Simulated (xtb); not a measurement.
C4H5Si (SMILES [C]1=CC=C[SiH2]1), doublet, at a GFN2-xTB geometry, atoms displaced at random by about 0.02 Å a coordinate; GFN1-xTB with ALPB(water) (xtb).

Here is a job for xtb.
```
$ xtb mol.xyz --gfn 1 --uhf 1 --opt --alpb water --json

# file mol.xyz
10

C      0.42866789    -1.27491444    -0.25992423
C     -0.86677165    -1.18144398    -0.46040073
C     -1.44732002     0.10179516    -0.24743470
C     -0.61876781     1.08747881     0.16518268
Si     1.13937755     0.41385174     0.31804946
H     -1.46783716    -2.03800785    -0.80347623
H     -2.49469867     0.23623691    -0.38535722
H     -0.96410428     2.10015271     0.37063199
H      2.08024132     0.99122567    -0.60827531
H      1.61483215     0.37329215     1.68046547
```

It wrote (shortened):

```
   ID    Z sym.   atoms
    1    6 C      1-4
    2   14 Si     5
    3    1 H      6-10

           -------------------------------------------------
          |                Calculation Setup                |
           -------------------------------------------------

           -------------------------------------------------
          |                 G F N 1 - x T B                 |
           -------------------------------------------------

      * Solvation model:               ALPB
        Solvent                        water
        Parameter file                 internal GFN1-xTB/ALPB
        Dielectric constant                8.0200E+01
        Reference state                gsolv [1 M gas/solution]
        Free energy shift                  4.2456E-03 Eh       2.6642E+00 kcal/mol
        Temperature                        2.9815E+02 K
        Density                            1.0000E+00 kg/L
        Solvent mass                       1.8000E+01 g/mol
        Interaction kernel             P16
        Born radius scaling (c1)           1.9452E+00
        Born radii integrator          GBOBC
        Born offset                        0.0000E+00 a0       0.0000E+00 AA
        H-bond correction              true
        Ion screening                  false
        Surface tension                    1.0000E-05 Eh       1.5569E+01 dyn/cm
        Grid points                               230 per atom

          ...................................................
          :                      SETUP                      :
          :.................................................:
          :  # basis functions                  36          :
          :  # atomic orbitals                  35          :
          :  # shells                           21          :
          :  # electrons                        25          :
          :  # halogen bonds                     0          :
          :  max. iterations                   250          :
          :  Hamiltonian                  GFN1-xTB          :
          :  restarted?                      false          :
          :  GBSA solvation                   true          :
          :  PC potential                    false          :
          :  electronic temp.          300.0000000     K    :
          :  accuracy                    1.0000000          :
          :  -> integral cutoff          0.2500000E+02      :
          :  -> integral neglect         0.1000000E-07      :
          :  -> SCF convergence          0.1000000E-05 Eh   :
          :  -> wf. convergence          0.2000000E-04 e    :
          :  Broyden damping             0.4000000          :
          :  net charge                          0          :
          :  unpaired electrons                  1          :
          ...................................................

 iter      E             dE          RMSdq      gap      omega  full diag
   1    -13.0322995 -0.130323E+02  0.871E+00    1.63       0.0  T
   2    -13.0533134 -0.210139E-01  0.524E+00    1.45       1.0  T
   3    -13.0473129  0.600056E-02  0.105E+00    1.53       1.0  T
   4    -13.0560095 -0.869662E-02  0.177E-01    1.47       1.0  T
   5    -13.0562059 -0.196425E-03  0.230E-02    1.48       1.4  T
   6    -13.0562098 -0.387303E-05  0.440E-03    1.48       7.2  T
   7    -13.0562099 -0.812656E-07  0.155E-03    1.48      20.4  T
   8    -13.0562099 -0.216996E-08  0.214E-04    1.48     147.9  T
   9    -13.0562099 -0.483773E-10  0.908E-05    1.48     348.2  T
  10    -13.0562099 -0.119371E-10  0.279E-05    1.48    1135.0  T

   *** convergence criteria satisfied after 10 iterations ***

         :::::::::::::::::::::::::::::::::::::::::::::::::::::
         ::                     SUMMARY                     ::
         :::::::::::::::::::::::::::::::::::::::::::::::::::::
         :: total energy             -12.846445003103 Eh    ::
         :: total w/o Gsasa/hb       -12.846134328069 Eh    ::
         :: gradient norm              0.074954034995 Eh/a0 ::
         :: HOMO-LUMO gap              1.477166274176 eV    ::
         ::.................................................::
         :: SCC energy               -13.056209882101 Eh    ::
         :: -> electrostatic           0.004015920301 Eh    ::
         :: -> Gsolv                  -0.000977566374 Eh    ::
         ::    -> Gelec               -0.000666891340 Eh    ::
         ::    -> Gsasa               -0.003952634466 Eh    ::
         ::    -> Ghb                 -0.000603647239 Eh    ::
         ::    -> Gshift               0.004245606671 Eh    ::
         :: repulsion energy           0.213548955430 Eh    ::
         :: dispersion energy         -0.003784076432 Eh    ::
         :: halogen bond corr.         0.000000000000 Eh    ::
         :: add. restraining           0.000000000000 Eh    ::
         :: total charge              -0.000000000000 e     ::
         :::::::::::::::::::::::::::::::::::::::::::::::::::::

      -----------------------------------------------------------
     |                   =====================                   |
     |                        A N C O P T                        |
     |                   =====================                   |
     |               Approximate Normal Coordinate               |
     |                Rational Function Optimizer                |
      -----------------------------------------------------------
      -----------------------------------------------------------
     |                   =====================                   |
     |                        A N C O P T                        |
     |                   =====================                   |
     |               Approximate Normal Coordinate               |
     |                Rational Function Optimizer                |
      -----------------------------------------------------------

          ...................................................
[...]
 * total energy  :   -12.8464450 Eh     change       -0.3394618E-11 Eh
 * total energy  :   -12.8511384 Eh     change       -0.4693402E-02 Eh
 * total energy  :   -12.8520875 Eh     change       -0.9491201E-03 Eh
 * total energy  :   -12.8521757 Eh     change       -0.8817195E-04 Eh
 * total energy  :   -12.8522140 Eh     change       -0.3825412E-04 Eh
 * total energy  :   -12.8522179 Eh     change       -0.3909895E-05 Eh
   *** GEOMETRY OPTIMIZATION CONVERGED AFTER 6 ITERATIONS ***
[...]

         :::::::::::::::::::::::::::::::::::::::::::::::::::::
         ::                     SUMMARY                     ::
         :::::::::::::::::::::::::::::::::::::::::::::::::::::
         :: total energy             -12.852217860829 Eh    ::
         :: total w/o Gsasa/hb       -12.851910389981 Eh    ::
         :: gradient norm              0.000734365023 Eh/a0 ::
         :: HOMO-LUMO gap              1.624885951546 eV    ::
         ::.................................................::
         :: SCC energy               -13.052629174498 Eh    ::
         :: -> electrostatic           0.003659496909 Eh    ::
         :: -> Gsolv                  -0.001005558217 Eh    ::
         ::    -> Gelec               -0.000698087370 Eh    ::
         ::    -> Gsasa               -0.003940995304 Eh    ::
         ::    -> Ghb                 -0.000612082214 Eh    ::
         ::    -> Gshift               0.004245606671 Eh    ::
         :: repulsion energy           0.204194288985 Eh    ::
         :: dispersion energy         -0.003782975316 Eh    ::
         :: halogen bond corr.         0.000000000000 Eh    ::
         :: add. restraining           0.000000000000 Eh    ::
         :: total charge               0.000000000000 e     ::
         :::::::::::::::::::::::::::::::::::::::::::::::::::::

           -------------------------------------------------
          |                Property Printout                |
           -------------------------------------------------

    * Orbital Energies and Occupations

         #    Occupation            Energy/Eh            Energy/eV
      -------------------------------------------------------------
         1        2.0000           -0.6585612             -17.9204
         2        2.0000           -0.6261199             -17.0376
         3        2.0000           -0.6232697             -16.9600
         4        2.0000           -0.5759337             -15.6720
         5        2.0000           -0.5587943             -15.2056
         6        2.0000           -0.5388088             -14.6617
         7        2.0000           -0.4966626             -13.5149
         8        2.0000           -0.4912838             -13.3685
         9        2.0000           -0.4658788             -12.6772
        10        2.0000           -0.4597668             -12.5109
        11        2.0000           -0.4399975             -11.9729
        12        2.0000           -0.4191445             -11.4055
        13        1.0000           -0.3645194              -9.9191 (HOMO)
        14                         -0.3048059              -8.2942 (LUMO)
        15                         -0.2151429              -5.8543
        16                         -0.1910571              -5.1989
        17                         -0.1550631              -4.2195
        18                         -0.0955692              -2.6006
        19                         -0.0894471              -2.4340
        20                         -0.0718356              -1.9547
        21                         -0.0688796              -1.8743
        22                         -0.0573581              -1.5608
        23                         -0.0439055              -1.1947
        24                          0.0078666               0.2141
       ...                                ...                  ...
        35                          1.4928150              40.6216
      -------------------------------------------------------------
                  HL-Gap            0.0597135 Eh            1.6249 eV
             Fermi-level           -0.3632473 Eh           -9.8845 eV

  Mulliken/CM5 charges         n(s)   n(p)   n(d)
     1C    -0.13517 -0.10216   1.267  2.868  0.000
     2C     0.00464 -0.04167   1.080  2.915  0.000
     3C     0.01835 -0.03159   1.087  2.894  0.000
     4C    -0.13800 -0.15676   1.093  3.045  0.000
     5Si    0.22691 -0.03629   1.275  1.867  0.631
     6H     0.04694  0.10228   0.953  0.000  0.000
     7H     0.03908  0.09418   0.961  0.000  0.000
     8H     0.04565  0.10156   0.954  0.000  0.000
     9H    -0.05423  0.03519   1.054  0.000  0.000
    10H    -0.05417  0.03525   1.054  0.000  0.000

Wiberg/Mayer (AO) data.
largest (>0.10) Wiberg bond orders for each atom

 ---------------------------------------------------------------------------
     #   Z sym  total        # sym  WBO       # sym  WBO       # sym  WBO
 ---------------------------------------------------------------------------
     1   6 C    3.248 --     2 C    1.838     5 Si   1.139     4 C    0.124
     2   6 C    3.990 --     1 C    1.838     3 C    1.026     6 H    0.954
                             5 Si   0.141
     3   6 C    3.981 --     4 C    1.772     2 C    1.026     7 H    0.969
                             5 Si   0.137
     4   6 C    3.956 --     3 C    1.772     5 Si   1.037     8 H    0.962
                             1 C    0.124
     5  14 Si   4.342 --     1 C    1.139     4 C    1.037     9 H    0.922
                            10 H    0.922     2 C    0.141     3 C    0.137
     6   1 H    1.007 --     2 C    0.954
     7   1 H    1.003 --     3 C    0.969
     8   1 H    1.002 --     4 C    0.962
     9   1 H    0.994 --     5 Si   0.922
    10   1 H    0.994 --     5 Si   0.922
 ---------------------------------------------------------------------------

Topologies differ in total number of bonds
Writing topology from bond orders to xtbtopo.mol

 dipole moment from electron density (au)
     X       Y       Z
  -0.6785   0.2288  -0.0664  total (Debye):    1.828

optimized geometry written to: xtbopt.xyz

           -------------------------------------------------
          | TOTAL ENERGY              -12.852217860829 Eh   |
          | GRADIENT NORM               0.000734365023 Eh/α |
          | HOMO-LUMO GAP               1.624885951546 eV   |
           -------------------------------------------------
```
